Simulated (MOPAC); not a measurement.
MOPAC input (PM6):

```
PM6 PRECISE GNORM=0.05 LET XYZ GEO-OK AUX(PRECISION=9) THREADS=1
C5H8

C     2.37670200 1   -0.18829300 1    0.16092700 1
C     1.05012300 1   -0.33861500 1    0.17864000 1
C     0.11737300 1    0.67394500 1   -0.27970900 1
C    -1.21880800 1    0.58815600 1   -0.28949500 1
C    -2.06072500 1   -0.56036000 1    0.16512400 1
H     3.04138900 1   -0.96627300 1    0.51130400 1
H     2.83644400 1    0.72204200 1   -0.20654400 1
H     0.63861600 1   -1.26826400 1    0.55589900 1
H     0.56936000 1    1.58966100 1   -0.64971200 1
H    -1.76985100 1    1.44349400 1   -0.66853700 1
H    -2.74261500 1   -0.24588200 1    0.96087000 1
H    -2.68713200 1   -0.92581300 1   -0.65410800 1
H    -1.47420400 1   -1.39796000 1    0.53791700 1
```

From the output:

```
                                                       MOPAC v23.2.5 Linux

          FINAL HEAT OF FORMATION =         19.49918 KCAL/MOL =      81.58458 KJ/MOL

          COSMO AREA              =        124.45 SQUARE ANGSTROMS
          COSMO VOLUME            =        109.77 CUBIC ANGSTROMS

          GRADIENT NORM           =          0.01986          =       0.00551 PER ATOM
          IONIZATION POTENTIAL    =          9.163593 EV
          HOMO LUMO ENERGIES (EV) =         -9.164  0.425
          NO. OF FILLED LEVELS    =         14
          MOLECULAR WEIGHT        =         68.1182         POINT GROUP:  Cs

          MOLECULAR DIMENSIONS (Angstroms)

            Atom       Atom       Distance
            H    12    H     6     5.78813
            H    13    H     9     3.39253
            H    12    H    11     1.74518

          SCF CALCULATIONS        =         37

   ATOM   CHEMICAL          X               Y               Z
  NUMBER   SYMBOL      (ANGSTROMS)     (ANGSTROMS)     (ANGSTROMS)

     1       C          2.35556681  *  -0.20344527  *   0.16658314  *
     2       C          1.02735706  *  -0.33835113  *   0.17774248  *
     3       C          0.11076238  *   0.70303753  *  -0.29218440  *
     4       C         -1.22663231  *   0.60537758  *  -0.29701290  *
     5       C         -2.02063406  *  -0.56577334  *   0.16878107  *
     6       H          3.02965637  *  -0.97219056  *   0.51339230  *
     7       H          2.86796704  *   0.67883909  *  -0.18727101  *
     8       H          0.55636081  *  -1.25489074  *   0.54744369  *
     9       H          0.58988172  *   1.61515055  *  -0.65974126  *
    10       H         -1.83476625  *   1.43546699  *  -0.66738855  *
    11       H         -2.69754899  *  -0.28158466  *   0.98732247  *
    12       H         -2.64149484  *  -0.96857076  *  -0.64441307  *
    13       H         -1.39506522  *  -1.39101171  *   0.53771128  *

                             CARTESIAN COORDINATES

   1    C        2.355566814    -0.203445269     0.166583138
   2    C        1.027357055    -0.338351127     0.177742479
   3    C        0.110762377     0.703037532    -0.292184399
   4    C       -1.226632307     0.605377584    -0.297012898
   5    C       -2.020634062    -0.565773341     0.168781065
   6    H        3.029656365    -0.972190563     0.513392300
   7    H        2.867967043     0.678839089    -0.187271015
   8    H        0.556360808    -1.254890742     0.547443688
   9    H        0.589881715     1.615150550    -0.659741258
  10    H       -1.834766253     1.435466992    -0.667388546
  11    H       -2.697548992    -0.281584662     0.987322471
  12    H       -2.641494837    -0.968570763    -0.644413066
  13    H       -1.395065223    -1.391011711     0.537711280

           Empirical Formula: C5 H8  =    13 atoms

      MOLECULAR POINT GROUP   :   Cs

                  EIGENVALUES
 -28.35399 -26.61759 -24.15015 -20.80821 -18.43836 -16.39542 -15.26411 -14.35433
 -13.70196 -13.03616 -12.73318 -11.54093 -11.49666  -9.16359   0.42466   2.15021
   4.22721   4.69266   5.38695   5.45566   5.63354   5.87810   6.15193   6.18885
   6.24326   6.45646   6.66131   6.78892

              NET ATOMIC CHARGES AND DIPOLE CONTRIBUTIONS

  ATOM NO.   TYPE          CHARGE      No. of ELECS.   s-Pop       p-Pop
    1          C          -0.364015        4.3640     1.11914     3.24488
    2          C          -0.066945        4.0669     1.10133     2.96562
    3          C          -0.222590        4.2226     1.10708     3.11551
    4          C          -0.070431        4.0704     1.10726     2.96317
    5          C          -0.478630        4.4786     1.07893     3.39970
    6          H           0.150084        0.8499     0.84992
    7          H           0.151912        0.8481     0.84809
    8          H           0.134437        0.8656     0.86556
    9          H           0.151080        0.8489     0.84892
   10          H           0.132200        0.8678     0.86780
   11          H           0.161661        0.8383     0.83834
   12          H           0.161661        0.8383     0.83834
   13          H           0.159574        0.8404     0.84043
 DIPOLE           X         Y         Z       TOTAL
 POINT-CHG.    -0.823    -0.160     0.039     0.839
 HYBRID        -0.017    -0.063     0.026     0.070
 SUM           -0.840    -0.223     0.065     0.872

          ATOMIC ORBITAL ELECTRON POPULATIONS

     Atom    s        px        py        pz
    1  C   1.11914   1.04112   1.13429   1.06947
    2  C   1.10133   0.97508   1.02508   0.96546
    3  C   1.10708   0.99681   1.06355   1.05514
    4  C   1.10726   0.98829   1.00672   0.96816
    5  C   1.07893   1.13989   1.09948   1.16033
    6  H   0.84992
    7  H   0.84809
    8  H   0.86556
    9  H   0.84892
   10  H   0.86780
   11  H   0.83834
   12  H   0.83834
   13  H   0.84043

 **********************
 *                    *
 * JOB ENDED NORMALLY *
 *                    *
 **********************

 == MOPAC DONE ==
```

The geometry given is a B3LYP-D3(BJ)/def2-TZVP minimum.
